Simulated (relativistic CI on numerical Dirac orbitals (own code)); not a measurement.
Line list: Forbidden lines, Er45+

Computed by Dirac-Coulomb-Breit CI, separate exchange-only KLI orbitals for each configuration, model QED, unscaled Slater integrals (own radial code, finite nucleus).

Configuration list (outside the closed core [Ne]): 3s²3p⁶3d⁵, 3s²3p⁵3d⁶, 3s²3p⁴3d⁷, 3s3p⁶3d⁶, 3p⁶3d⁷, 3s3p⁵3d⁷, 3s²3p⁶3d⁴4s, 3s²3p⁶3d⁴4p, 3s²3p⁴3d⁶4s, 3s²3p⁶3d⁴4d, 3s²3p⁴3d⁶4p, 3s²3p⁵3d⁵4s, 3s²3p⁶3d⁴4f, 3s3p⁵3d⁶4s, 3s²3p⁵3d⁵4p, 3s3p⁵3d⁶4p, 3p⁶3d⁶4s, 3s²3p⁶3d³4s², 3p⁶3d⁶4p, 3s²3p⁶3d³4s4p, 3s²3p⁶3d⁴5s, 3p⁶3d⁵4s². Levels of other configurations are missing.

```tsv
λ vac (nm)	Lower	Upper	Type	A (s⁻¹)	gf	Branching (%)
17.049	3s²3p⁶3d⁵ ²H11/2 [5]	3s²3p⁶3d⁵ ²G9/2 [25]	M1	8.06e+04	3.51e-06	17.3
19.048	3s²3p⁶3d⁵ ⁴D3/2 [4]	3s²3p⁶3d⁵ ⁴P1/2 [24]	M1	7.40e+05	8.06e-06	61.6
19.092	3s²3p⁶3d⁵ ²D3/2 [10]	3s²3p⁶3d⁵ ²D5/2 [28]	M1	2.31e+05	7.58e-06	14.3
20.318	3s²3p⁶3d⁵ ⁶S5/2 [2]	3s²3p⁶3d⁵ ⁴P3/2 [17]	M1	6.40e+05	1.58e-05	30.9
20.412	3s²3p⁶3d⁵ ²F7/2 [9]	3s²3p⁶3d⁵ ²G9/2 [25]	M1	3.37e+05	2.10e-05	72.3
20.594	3s²3p⁶3d⁵ ⁴G7/2 [3]	3s²3p⁶3d⁵ ⁴F5/2 [21]	M1	5.03e+05	1.92e-05	34.8
20.636	3s²3p⁶3d⁵ ⁴G9/2 [6]	3s²3p⁶3d⁵ ²G7/2 [23]	M1	3.10e+05	1.58e-05	39.2
21.012	3s²3p⁶3d⁵ ⁴D3/2 [4]	3s²3p⁶3d⁵ ⁴F5/2 [21]	M1	2.46e+05	9.78e-06	17.0
21.626	3s²3p⁶3d⁵ ⁴D5/2 [7]	3s²3p⁶3d⁵ ²G7/2 [23]	M1	1.52e+05	8.54e-06	19.2
21.948	3s²3p⁶3d⁵ ⁶S5/2 [11]	3s²3p⁶3d⁵ ²D5/2 [28]	M1	8.83e+05	3.83e-05	54.8
22.012	3s²3p⁶3d⁵ ⁴G7/2 [3]	3s²3p⁶3d⁵ ²H9/2 [19]	M1	2.11e+05	1.53e-05	15.2
22.670	3s²3p⁶3d⁵ ²H11/2 [5]	3s²3p⁶3d⁵ ²H9/2 [19]	M1	2.76e+05	2.13e-05	19.9
22.854	3s²3p⁶3d⁵ ⁴D7/2 [12]	3s²3p⁶3d⁵ ⁴F7/2 [29]	M1	6.66e+05	4.17e-05	29.1
22.912	3s²3p⁶3d⁵ ⁶S5/2 [2]	3s²3p⁶3d⁵ ⁴D7/2 [12]	M1	2.64e+05	1.66e-05	24.0
23.511	3s²3p⁶3d⁵ ⁴D5/2 [7]	3s²3p⁶3d⁵ ²D3/2 [22]	M1	2.37e+05	7.85e-06	42.3
23.527	3s²3p⁶3d⁵ ⁴G9/2 [6]	3s²3p⁶3d⁵ ²G7/2 [20]	M1	2.28e+05	1.51e-05	56.2
23.548	3s²3p⁶3d⁵ ²F7/2 [9]	3s²3p⁶3d⁵ ²G7/2 [23]	M1	3.08e+05	2.05e-05	38.9
23.557	3s²3p⁶3d⁵ ⁶S5/2 [11]	3s²3p⁶3d⁵ ⁴P5/2 [26]	M1	1.63e+06	8.14e-05	60.5
24.027	3s²3p⁶3d⁵ ⁴G9/2 [14]	3s²3p⁶3d⁵ ⁴F7/2 [29]	M1	8.07e+05	5.58e-05	35.2
24.045	3s²3p⁶3d⁵ ⁴G7/2 [3]	3s²3p⁶3d⁵ ²F5/2 [18]	M1	3.60e+05	1.87e-05	32.3
24.616	3s²3p⁶3d⁵ ⁴D3/2 [4]	3s²3p⁶3d⁵ ²F5/2 [18]	M1	1.54e+05	8.40e-06	13.8
24.727	3s²3p⁶3d⁵ ⁴G9/2 [6]	3s²3p⁶3d⁵ ²H9/2 [19]	M1	7.83e+05	7.18e-05	56.3
25.516	3s²3p⁶3d⁵ ⁴D3/2 [4]	3s²3p⁶3d⁵ ⁴P3/2 [17]	M1	9.71e+05	3.79e-05	46.9
25.530	3s²3p⁶3d⁵ ⁴P5/2 [1]	3s²3p⁶3d⁵ ⁴D3/2 [4]	M1	1.13e+06	4.43e-05	100.0
25.991	3s²3p⁶3d⁵ ⁴D3/2 [4]	3s²3p⁶3d⁵ ⁴D1/2 [16]	M1	8.39e+05	1.70e-05	61.7
26.174	3s²3p⁶3d⁵ ⁴P5/2 [1]	3s²3p⁶3d⁵ ⁴G7/2 [3]	M1	4.42e+05	3.63e-05	98.4
26.313	3s²3p⁶3d⁵ ²H11/2 [5]	3s²3p⁶3d⁵ ²I13/2 [15]	M1	1.47e+05	2.14e-05	99.7
26.613	3s²3p⁶3d⁵ ²F7/2 [9]	3s²3p⁶3d⁵ ⁴F5/2 [21]	M1	4.34e+05	2.77e-05	30.0
26.704	3s²3p⁶3d⁵ ⁶S5/2 [2]	3s²3p⁶3d⁵ ⁶S5/2 [11]	M1	1.88e+06	1.21e-04	90.8
27.210	3s²3p⁶3d⁵ ²F5/2 [18]	3s²3p⁶3d⁵ ⁴F7/2 [29]	M1	3.68e+05	3.27e-05	16.1
27.233	3s²3p⁶3d⁵ ⁴G7/2 [3]	3s²3p⁶3d⁵ ⁴G9/2 [14]	M1	3.95e+05	4.39e-05	53.4
27.389	3s²3p⁶3d⁵ ²F7/2 [9]	3s²3p⁶3d⁵ ²G7/2 [20]	M1	1.25e+05	1.12e-05	30.8
27.584	3s²3p⁶3d⁵ ⁴D7/2 [12]	3s²3p⁶3d⁵ ⁴P5/2 [26]	M1	5.60e+05	3.83e-05	20.8
28.247	3s²3p⁶3d⁵ ²H11/2 [5]	3s²3p⁶3d⁵ ⁴G9/2 [14]	M1	2.61e+05	3.12e-05	35.3
28.916	3s²3p⁶3d⁵ ⁴G7/2 [3]	3s²3p⁶3d⁵ ⁴D7/2 [12]	M1	3.92e+05	3.93e-05	35.7
29.028	3s²3p⁶3d⁵ ²F7/2 [9]	3s²3p⁶3d⁵ ²H9/2 [19]	M1	1.19e+05	1.50e-05	8.6
29.086	3s²3p⁶3d⁵ ⁴D5/2 [7]	3s²3p⁶3d⁵ ²F5/2 [18]	M1	4.36e+05	3.32e-05	39.1
29.391	3s²3p⁶3d⁵ ²H11/2 [5]	3s²3p⁶3d⁵ ²I11/2 [13]	M1	6.46e+05	1.00e-04	86.2
30.351	3s²3p⁶3d⁵ ⁴D5/2 [7]	3s²3p⁶3d⁵ ⁴P3/2 [17]	M1	3.37e+05	1.86e-05	16.3
32.944	3s²3p⁶3d⁵ ⁴G9/2 [6]	3s²3p⁶3d⁵ ²I11/2 [13]	M1	1.04e+05	2.02e-05	13.8
33.790	3s²3p⁶3d⁵ ⁴G9/2 [6]	3s²3p⁶3d⁵ ⁴D7/2 [12]	M1	2.58e+05	3.54e-05	23.6
34.313	3s²3p⁶3d⁵ ⁴P5/2 [1]	3s²3p⁶3d⁵ ⁶S5/2 [2]	M1	8.81e+05	9.33e-05	100.0
35.230	3s²3p⁶3d⁵ ⁴G7/2 [3]	3s²3p⁶3d⁵ ⁶S5/2 [11]	M1	1.54e+05	1.72e-05	7.4
36.530	3s²3p⁶3d⁵ ⁴D5/2 [7]	3s²3p⁶3d⁵ ⁴D7/2 [12]	M1	1.62e+05	2.59e-05	14.8
37.053	3s²3p⁶3d⁵ ²D3/2 [10]	3s²3p⁶3d⁵ ⁴F5/2 [21]	M1	2.11e+05	2.61e-05	14.6
```

Terms are leading LS components. Brackets give the number of a level in order of energy, since labels repeat. The list gives strong lines, with weight on those to low levels, among the lowest 400 of 9898 levels, so that lines to higher ones, which can be the strongest, are missing. Levels whose partners in the same complex of configurations lie outside the list can be far off, and so can their lines. Rates are taken at the computed energies, electric ones in the length gauge.

At this charge energies of transitions that change n are usually good to better than 1 %, and those within a shell (Δn = 0) to a few per cent.

LS names give the leading component of a level, which can be under half, so a name can repeat, a term be missing and a line seem to break the LS rules.
